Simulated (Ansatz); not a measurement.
Cl4OW, SMILES `[O]=[W]([Cl])([Cl])([Cl])[Cl]`. Charge 0, multiplicity 1. W: def2 effective core potential.

```xyz
6

O    -0.895   -1.512   -0.001
W    -0.046   -0.077    0.000
Cl    0.691    0.132   -2.155
Cl   -1.622    1.494   -0.528
Cl   -0.217    0.668    2.155
Cl    2.089   -0.705    0.528
```

Problem. What are the harmonic wavenumbers in cm⁻¹ at PBE0-D4/def2-TZVP (Ansatz, finite differences of forces, unscaled)? (Best estimate.)

Solution. The calculation gave: 44, 153, 153, 159, 224, 262, 263, 329, 393, 393, 411, 1088.

Problem. Is this a minimum?

Solution. Yes, all 12 modes are real.

Problem. Give the ideal-gas thermochemistry at 298.15 K and 1 bar (rigid rotor, harmonic oscillator; point group C4v, symmetry number 4).

Solution. Zero-point energy 23.2 kJ/mol; H(298) − E = 47.7 kJ/mol; entropy 389.7 J/(mol·K), of which translation 181.6, rotation 114.6, vibration 93.5; G(298) − E = -68.5 kJ/mol. Modes under 100 cm⁻¹ are hindered rotations or soft bends, so the harmonic entropy is rough.

Problem. And at 400, 500, 600, 800 and 1000 K?

Solution. 
```
T (K)  H − E (kJ/mol)  S (J/mol/K)  G − E (kJ/mol)
  400            59.6        424.2          -110.0
  500            71.9        451.4          -153.9
  600            84.4        474.3          -200.2
  800           109.9        511.0          -298.9
 1000           135.9        540.0          -404.1
```
